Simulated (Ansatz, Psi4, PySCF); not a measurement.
C3H9B3O3, charge +1, doublet, geometry from GFN2-xTB (a state made from the parent by changing its charge; the spin is typed, not shown lowest). Base run: PySCF with PBE/6-31G*.

Geometry (Å):
```xyz
18

C     -1.8692    -2.3097    -0.2000
B     -0.8978    -1.0739    -0.0964
O      0.4671    -1.2738     0.0412
B      1.2925    -0.2221     0.1304
C      2.8835    -0.4901     0.2882
O      0.8658     1.0512     0.0937
B     -0.4897     1.3037    -0.0428
C     -0.9943     2.8012    -0.0859
O     -1.2745     0.2192    -0.1286
H     -1.3531    -3.2627    -0.1570
H     -2.4213    -2.2576    -1.1375
H     -2.5906    -2.2709     0.6152
H      3.2203    -1.0134    -0.6032
H      3.0326    -1.1242     1.1581
H      3.4037     0.4545     0.4007
H     -1.7019     2.9604     0.7265
H     -0.1889     3.5215     0.0058
H     -1.5130     2.9734    -1.0280
```
Charge +1, spin multiplicity 2.
Orbitals are unrestricted.
All else is at PySCF's defaults.

The same geometry, method and basis name were run in Ansatz (an electronic-structure program) and Psi4 and PySCF, at each program's defaults and at the settings that a row names. The base is PySCF at its defaults. Differences at the defaults can come from grids, fitting, cores and function types together.

| code and settings | ΔE vs base (µEh) | basis functions | E (Eh) | SCF cycles |
|---|---|---|---|---|
| PySCF, defaults (exact integrals, its default grid, spherical functions) | 0.0 | 144 | -419.39253 | 15 |
| Psi4, defaults (density fitting with its default set, its default grid, Cartesian functions) | -6988 | 153 | -419.39952 | 13 |
| Ansatz, defaults (factorised integrals, its default grid, Cartesian functions) | -6816 | 153 | -419.39935 | - |
| PySCF, density fitting with def2-universal-jkfit | -166 | 144 | -419.39270 | 15 |
| PySCF, fine grid | -5.5 | 144 | -419.39254 | 15 |
| Psi4, exact integrals, spherical functions, fine grid | -5.1 | 144 | -419.39254 | 19 |
| Ansatz, high accuracy, Cartesian functions as the basis file defines them | -6813 | 153 | -419.39934 | - |

Open shells are given as the SCF converged; they aren't shown to be the lowest states, and a large step between rows can be another state.
